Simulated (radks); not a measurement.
Problem. These are the eigenvalues of the occupied orbitals of an atom or ion with whole-number occupations (eV). Method: Dirac Kohn-Sham, OLYP, spin-unpolarised, spherical densities, finite nucleus; Fermi nuclear charge, rms radius of each element as measured or else 0.836 A^(1/3) + 0.57 fm; computed with a radial shooting solver on a logarithmic mesh with Libxc functionals.

1s1/2: -2121.643
2p1/2: -466.3465

Which element is it, and in what charge state? The configuration may be excited. Open shells, if any, fill j = l - 1/2 first.

Solution. Z = 13, aluminium, charge +11: Al11+ in 1s1 2p1. The 1s level, -77.969 hartree, gives Z - s = 12.5 by -(Z - s)^2/2, which with screening and relativity narrows Z to a few neighbours, and the depths must fix Z and the occupations together.
